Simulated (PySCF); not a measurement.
Species: C₄H₁₃BNP.
Atom-mapped SMILES: `[BH3-:1][P@+:2]([CH3:3])([NH2:4])[CH:5]1[CH2:6][CH2:7]1` (hydrogens: H8, H9, H10 on B1; H11, H12, H13 on C3; H14, H15 on N4; H16 on C5; H17, H18 on C6; H19, H20 on C7)

Cartesian coordinates in Å at the GFN2-xTB level; atoms count from 1:
```
atom  x, y, z in Å
B1    -1.9095   -1.1166    1.0290
P2    -0.6805   -0.0577   -0.0079
C3    -1.2400    1.5809   -0.6117
N4    -0.2343   -0.7688   -1.4895
C5     0.9504    0.3630    0.6970
C6     2.0892   -0.6098    0.6156
C7     2.1263    0.6483   -0.1886
H8    -2.1456   -0.5297    2.0330
H9    -1.3357   -2.1506    1.1998
H10   -2.8541   -1.2212    0.3006
H11   -0.5378    1.9735   -1.3443
H12   -1.3129    2.2600    0.2346
H13   -2.2273    1.4752   -1.0580
H14    0.0283   -1.7387   -1.3335
H15   -1.0408   -0.7785   -2.1081
H16    0.8543    0.9293    1.6173
H17    2.7417   -0.7015    1.4712
H18    1.9339   -1.5408    0.0915
H19    1.9797    0.5629   -1.2546
H20    2.8099    1.4316    0.1036
```

The closed-shell ground state was solved at several levels (PySCF, density fitting, gas phase, non-relativistic).

```csv
level,basis functions,HOMO (eV),LUMO (eV),gap (eV),dipole (D)
PBE0/def2-SVPD,248,-7.43,0.31,7.74,4.24
wB97X-D/def2-SVPD,248,-9.28,1.95,11.23,4.25
```

Problem. Estimate the row for PBE0/pcSseg-1, a basis of 191 functions; the other rows only guide the guess.

Solution. HOMO -7.43 eV, LUMO 0.63 eV, gap 8.06 eV, dipole 4.19 D.

Problem. Over all these levels, which gives the widest orbital gap and which the narrowest?

Solution. wB97X-D/def2-SVPD (range-separated hybrid) has the widest, 11.23 eV, and PBE0/def2-SVPD (global hybrid, 25 % exact exchange) the narrowest, 7.74 eV. The two share the basis. From the narrowest to the widest the HOMO moves by -1.85 eV and the LUMO by +1.64 eV.

Problem. How far do the dipole and the HOMO energy spread over the levels?

Solution. The dipole runs from 4.19 to 4.25 D (mean 4.23 D) and the HOMO from -9.28 to -7.43 eV.

One conformer stands for the species.
